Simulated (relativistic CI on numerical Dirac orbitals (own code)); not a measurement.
# Re LII: computed level list

Computed by Dirac-Coulomb-Breit CI, separate exchange-only KLI orbitals for each configuration, a model potential for QED, unscaled Slater integrals (own radial code, finite nucleus).

Configuration list (outside the closed core [Ne]): 3s2.3p6.3d6, 3s2.3p5.3d7, 3s2.3p4.3d8, 3s.3p6.3d7, 3p6.3d8, 3s.3p5.3d8, 3s2.3p6.3d5.4s, 3s2.3p6.3d5.4p, 3s2.3p4.3d7.4s, 3s2.3p6.3d5.4d, 3s2.3p4.3d7.4p, 3s2.3p5.3d6.4s, 3s2.3p6.3d5.4f, 3s2.3p4.3d7.4d, 3s.3p5.3d7.4s, 3s2.3p5.3d6.4p, 3s2.3p5.3d6.4d, 3s2.3p6.3d4.4s2, 3s.3p6.3d6.4s, 3p6.3d7.4s, 3p6.3d7.4p, 3s2.3p6.3d5.5s, 3p6.3d7.4d, 3s.3p6.3d5.4s2. Levels of other configurations are missing.

```csv
No.,Configuration,Term,J,E (eV),%,Landé g,jj configuration (%)
41,3s2.3p5.3d7,3P°,2,436.305,35,1.224,3p3/2^3 3d5/2^3 (97)
42,3s2.3p5.3d7,3D°,3,442.902,48,1.206,3p3/2^3 3d5/2^3 (96)
43,3s2.3p5.3d7,3F°,4,442.985,39,1.224,3p3/2^3 3d5/2^3 (95)
44,3s2.3p5.3d7,3D°,3,455.093,38,1.316,3p3/2^3 3d5/2^3 (92)
45,3s2.3p5.3d7,3D°,1,456.124,27,1.149,3p3/2^3 3d5/2^3 (95)
46,3s2.3p5.3d7,3P°,1,466.812,34,1.195,3p3/2^3 3d5/2^3 (87)
47,3s2.3p5.3d7,5G°,5,471.191,65,1.240,3p3/2^3 3d3/2^3 3d5/2^4 (97)
48,3s2.3p5.3d7,3H°,6,477.594,46,1.166,3p3/2^3 3d3/2^3 3d5/2^4 (96)
49,3s2.3p5.3d7,5F°,4,481.525,28,1.266,3p3/2^3 3d3/2^3 3d5/2^4 (97)
50,3s2.3p5.3d7,3D°,2,485.658,42,1.285,3p3/2^3 3d3/2^3 3d5/2^4 (98)
51,3s2.3p5.3d7,3F°,3,485.680,21,1.142,3p3/2^3 3d3/2^3 3d5/2^4 (98)
52,3s2.3p5.3d7,3G°,4,488.763,35,1.216,3p3/2^3 3d3/2^3 3d5/2^4 (97)
53,3s2.3p5.3d7,3P°,1,489.686,58,1.559,3p3/2^3 3d3/2^3 3d5/2^4 (97)
54,3s2.3p5.3d7,3I°,7,492.802,100,1.131,3p3/2^3 3d3/2^3 3d5/2^4 (100)
55,3s2.3p5.3d7,5S°,2,494.197,25,1.254,3p3/2^3 3d3/2^3 3d5/2^4 (98)
56,3s2.3p5.3d7,3H°,5,498.776,47,1.121,3p3/2^3 3d3/2^3 3d5/2^4 (98)
57,3s2.3p5.3d7,3F°,4,498.954,29,1.158,3p3/2^3 3d3/2^3 3d5/2^4 (95)
58,3s2.3p5.3d7,3F°,3,501.530,25,1.322,3p3/2^3 3d3/2^3 3d5/2^4 (96)
59,3s2.3p5.3d7,3D°,3,502.121,34,1.125,3p3/2^3 3d3/2^3 3d5/2^4 (95)
60,3s2.3p5.3d7,3G°,5,504.083,41,1.091,3p3/2^3 3d3/2^3 3d5/2^4 (98)
61,3s2.3p5.3d7,1G°,4,505.512,46,1.062,3p3/2^3 3d3/2^3 3d5/2^4 (96)
62,3s2.3p5.3d7,3H°,6,509.121,65,1.106,3p3/2^3 3d3/2^3 3d5/2^4 (98)
63,3s2.3p5.3d7,3F°,2,511.195,35,1.002,3p3/2^3 3d3/2^3 3d5/2^4 (95)
64,3s2.3p5.3d7,3D°,1,512.228,53,0.741,3p3/2^3 3d3/2^3 3d5/2^4 (91)
65,3s2.3p5.3d7,5D°,0,519.995,52,,3p3/2^3 3d3/2^3 3d5/2^4 (90)
66,3s2.3p5.3d7,3D°,2,520.072,41,1.130,3p3/2^3 3d3/2^3 3d5/2^4 (94)
67,3s2.3p5.3d7,5D°,2,523.651,30,1.313,3p3/2^3 3d3/2^3 3d5/2^4 (93)
68,3s2.3p5.3d7,3G°,3,524.196,27,1.096,3p3/2^3 3d3/2^3 3d5/2^4 (94)
69,3s2.3p5.3d7,3F°,3,529.155,31,1.176,3p3/2^3 3d3/2^3 3d5/2^4 (90)
70,3s2.3p5.3d7,3G°,5,530.273,45,1.107,3p3/2^3 3d3/2^3 3d5/2^4 (94)
71,3s2.3p5.3d7,3F°,4,532.942,49,1.148,3p3/2^3 3d3/2^3 3d5/2^4 (98)
72,3s2.3p5.3d7,3P°,1,534.487,40,1.087,3p3/2^3 3d3/2^3 3d5/2^4 (94)
73,3s2.3p5.3d7,3D°,2,536.409,42,1.101,3p3/2^3 3d3/2^3 3d5/2^4 (94)
74,3s2.3p5.3d7,1F°,3,538.604,36,1.007,3p3/2^3 3d3/2^3 3d5/2^4 (92)
75,3s2.3p5.3d7,1G°,4,538.732,43,1.037,3p3/2^3 3d3/2^3 3d5/2^4 (95)
76,3s2.3p5.3d7,3D°,1,540.291,57,0.916,3p3/2^3 3d3/2^3 3d5/2^4 (92)
77,3s2.3p5.3d7,3P°,0,541.546,91,,3p3/2^3 3d3/2^3 3d5/2^4 (97)
78,3s2.3p5.3d7,3F°,3,543.300,46,1.047,3p3/2^3 3d3/2^3 3d5/2^4 (94)
79,3s2.3p5.3d7,3P°,1,544.793,31,1.302,3p3/2^3 3d3/2^3 3d5/2^4 (88)
80,3s2.3p5.3d7,3D°,2,546.655,41,1.026,3p3/2^3 3d3/2^3 3d5/2^4 (94)
81,3s2.3p5.3d7,5G°,4,558.696,30,1.160,3p3/2^3 3d3/2^2 3d5/2^5 (96)
82,3s2.3p5.3d7,3D°,3,563.996,32,1.245,3p3/2^3 3d3/2^2 3d5/2^5 (94)
83,3s2.3p5.3d7,3P°,2,566.250,25,1.500,3p3/2^3 3d3/2^2 3d5/2^5 (96)
84,3s2.3p5.3d7,5D°,1,573.046,37,1.070,3p3/2^3 3d3/2^2 3d5/2^5 (94)
85,3s2.3p5.3d7,3I°,6,573.290,39,1.059,3p3/2^3 3d3/2^2 3d5/2^5 (97)
```

Energies count from the lowest computed level; ° marks odd parity. Filled j subshells are mostly left out of the jj labels.

The mean weight of the leading LS term, summed over parents, in these 45 levels is 42 %, and that of the leading jj configuration (from the same eigenvectors) 95 %, so jj coupling describes them better and the LS labels are nominal.

At this charge energies of transitions that change n are usually good to better than 1 %, and those within a shell (Δn = 0) to a few per cent.

LS names give the leading component of a level, which can be under half, so a name can repeat, a term be missing and a line seem to break the LS rules.
